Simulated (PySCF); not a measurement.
**Input and output**

[BiF]2+ (singlet). PySCF 2.14.0, RKS PBE0, Bi def2-SVP with ECP60, F def2-SVP; non-relativistic Hamiltonian with scalar-relativistic core potentials where named; density fitting; no spin-orbit coupling. Purpose: singlet excitations, Tamm-Dancoff PBE0.

```python
mol = gto.M(atom='''
Bi    -0.00000    -0.00000    -0.15184
F      0.00000    -0.00000     1.78583''',
    basis={'Bi': 'def2-SVP', 'F': 'def2-SVP'},
    ecp={'Bi': 'def2-SVP'},
    charge=2, spin=0)
mf = dft.RKS(mol, xc='PBE0')
mf.grids.atom_grid = (50, 194)
mf = mf.density_fit()  # fitting sets: Bi def2-universal-JKFIT, F def2-universal-JKFIT
mf.conv_tol = 1e-08; mf.max_cycle = 55
mf.kernel(dm0)  # dm0: converged density of the relaxed state
td = mf.TDA(); td.nstates = 8; td.kernel()
```

Run from Python with OMP_NUM_THREADS=2; the lines above give its settings. Where DIIS fails, smearing, a level shift and second-order steps follow.
It took 1.4 s on 2 threads of AMD EPYC 7R43 64-Core Processor (Zen 3) (shared host), from an already converged density.

Where do the frontier levels lie, over both spins?

HOMO -25.01 eV, LUMO -18.15 eV. 

What are the Mulliken charges and spins?


| atom | charge (e) | spin (e) |
| --- | --- | --- |
| Bi1 | 2.207 | 0.000 |
| F2 | -0.207 | 0.000 |

Which singlet excitations follow (Tamm-Dancoff, 8 states)?


| state | eV | oscillator strength |
| --- | --- | --- |
| 1 | 4.96 | 0.0000 |
| 2 | 5.15 | 0.0000 |
| 3 | 5.15 | 0.0000 |
| 4 | 5.55 | 0.0204 |
| 5 | 5.55 | 0.0204 |
| 6 | 6.61 | 0.0093 |
| 7 | 8.01 | 0.0079 |
| 8 | 8.01 | 0.0079 |
Functionals without range separation put charge-transfer states too low; the basis has no diffuse functions.

The geometry was relaxed with PBE0 (Bi def2-SVP with ECP60, F def2-SVP).
